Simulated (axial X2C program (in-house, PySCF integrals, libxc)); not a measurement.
**Worked dissociation energy of LiK⁻: CCSD, two-component**

All values were computed with an in-house all-electron X2C program for linear molecules (integrals from PySCF). Two-component (2c) means X2C with spin–orbit coupling and atomic mean-field two-electron Coulomb and Gaunt terms. Basis: K dyall-acv3z [12s13p7d3f], Li dyall-av3z [9s9p3d] (cores contracted in-house); Gaussian nuclei, density fitting, unrestricted open shells. Masses: K 38.964 u, Li 7.016 u.

Molecular state: Ω = 1/2 (⟨Sz⟩ = 0.50, ⟨Lz⟩ = 0.00 at HF).

Correlated methods: 11 electrons correlated (number of frozen shells: K 2 s, 1 p; Li 1 s), 247 virtual spin orbitals or spinors in MP2, 90 natural virtuals in coupled cluster.

```
E(K) (2M_J = 1)   : -601.605757 hartree
E(Li-) (2M_J = 0) : -7.455826 hartree
E(LiK⁻) at Re     : -609.081728 hartree
ωe                : 141.4 cm⁻¹
ωexe              : 1.06 cm⁻¹
```

Work out De and D0.

De = -601.605757 + (-7.455826) − (-609.081728) = 0.02015 hartree = 0.548 eV. The zero-point energy is ωe/2 − ωexe/4 = 70 cm⁻¹ = 0.009 eV, so D0 = 0.539 eV.

Occupations by symmetry block were frozen at the best pattern of an incomplete PBE0 search. Dissociation energies refer to the lowest single-determinant-based atoms at the same level and basis. CCSD ran in a truncated set of natural virtual spinors with an MP2 remainder; without triples it tends to underbind. The determinant is spin-polarised beyond a pure state at some levels (its spin-free form has ⟨S²⟩ too high), which makes Re and μ there less reliable. The T1 diagnostic is large, a sign of multireference character.

Each atomic determinant is the lowest at this level and need not be a pure J level. Totals compare only within one Hamiltonian and basis.
